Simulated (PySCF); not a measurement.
Geometries of 2 isomers of C2H5GeNO2, from PySCF, PBE0-D3(BJ)/def2-SVP geometry optimisation, gas phase. One conformer each, no zero-point energy, no frequencies.

Question: Which isomer lies lower at this level?
A.
```xyz
11
angstrom
O      2.568    0.222   -0.420
C      2.178   -0.160    0.649
C      0.697   -0.338    0.979
O      0.358   -0.737    2.078
N     -0.139   -0.021   -0.028
Ge    -1.983   -0.206    0.200
H      2.854   -0.420    1.499
H      0.311    0.283   -0.888
H     -2.427    0.703    1.349
H     -2.297   -1.680    0.479
H     -2.568    0.251   -1.144
```
B.
```xyz
11
angstrom
C      2.095   -0.291    0.577
N      1.758    0.356   -0.457
Ge     0.002    0.634   -0.961
C     -1.290   -0.221    0.308
O     -0.995   -0.709    1.369
O     -2.548   -0.193   -0.148
H      1.394   -0.755    1.297
H      3.172   -0.414    0.803
H     -0.187    0.037   -2.362
H     -0.255    2.147   -0.967
H     -3.109   -0.619    0.526
```

Answer: A. That is `O=CC(=O)[NH][GeH3]`, 16.0 kcal/mol below the other.

| SMILES | atoms numbered as above | E (Eh) | relative (kcal/mol) | relative (kJ/mol) | dipole (D) |
| --- | --- | --- | --- | --- | --- |
| O=CC(=O)[NH][GeH3] | [O:1]=[CH:2][C:3](=[O:4])[NH:5][GeH3:6] | -2360.38721 | 0.0 | 0.0 | 1.98 |
| C=[N][GeH2][C](=O)O | [CH2:1]=[N:2][GeH2:3][C:4](=[O:5])[OH:6] | -2360.36168 | 16.0 | 67.0 | 1.56 |

As drawn, the lower has an N–H bond and a C(=O)–N unit, which the higher lacks; the higher has a C=N bond, an O–H bond and a C(=O)–O unit, which the lower lacks.
